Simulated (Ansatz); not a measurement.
`ClBBr` + H₂ → `BBr` + HCl at 500 K and 1 bar (hydrogenolysis of a B–Cl bond).

Gas-phase electronic energies from Ansatz, PBE0-D4/def2-TZVP geometries. CCSD(T)/CBS adds triple-zeta CCSD(T) − MP2 to the extrapolated MP2 energy (def2 sets, frozen cores). This one scheme is used for every species. For Br outer-core shells are correlated without core-valence functions, which leaves a few kJ/mol of doubt a bond. Scalar relativity is left out up to krypton.

```json
{"species": "`ClBBr`", "CCSD(T)/CBS energy (Eh)": "-3058.55678", "H − E (kJ/mol)": "61.3", "S (J/(mol·K))": "314.7"}
{"species": "H₂", "CCSD(T)/CBS energy (Eh)": "-1.17544", "H − E (kJ/mol)": "41.0", "S (J/(mol·K))": "145.5"}
{"species": "`BBr`", "CCSD(T)/CBS energy (Eh)": "-2599.32470", "H − E (kJ/mol)": "74.3", "S (J/(mol·K))": "270.3"}
{"species": "HCl", "CCSD(T)/CBS energy (Eh)": "-460.38127", "H − E (kJ/mol)": "32.5", "S (J/(mol·K))": "201.9"}
```

H − E and S are ideal-gas, rigid-rotor, harmonic terms from PBE0-D4/def2-TZVP. The MP2-based limit puts H₂ 0.8 mEh under its directly extrapolated value; such offsets cancel only in part. 1 Eh = 2625.50 kJ/mol, R = 8.31446 J/(mol·K).

Question: By hand: ΔE, ΔH, ΔS and ΔG.

Answer: ΔE = (-2599.32470) + (-460.38127) − (-3058.55678) − (-1.17544) = 0.02625 Eh = 68.9 kJ/mol. Δ(H − E) = 74.3 + 32.5 − 61.3 − 41.0 = 4.5, so ΔH = 73.4 kJ/mol. ΔS = 270.3 + 201.9 − 314.7 − 145.5 = 12.0 J/(mol·K). ΔG = 73.4 − 500 × (12.0)/1000 = 67.4 kJ/mol.

Question: By hand: the equilibrium constant, and the temperature at which ΔG would vanish if ΔH and ΔS stayed fixed.

Answer: log₁₀ K = −ΔG/(RT ln 10) = -7.0. ΔG = 0 at ΔH/ΔS = 6117 K, far beyond where these terms or the molecules hold.

The number of gas molecules stays the same, so ΔS is small and ΔH decides. A doubt of 5 kJ/mol in ΔE shifts log₁₀ K by 0.5 here. These are equilibria of isolated gas molecules and say nothing of rates. Largest T1 diagnostic: 0.010 (customary marks: 0.02 for closed shells, 0.045 for open ones).
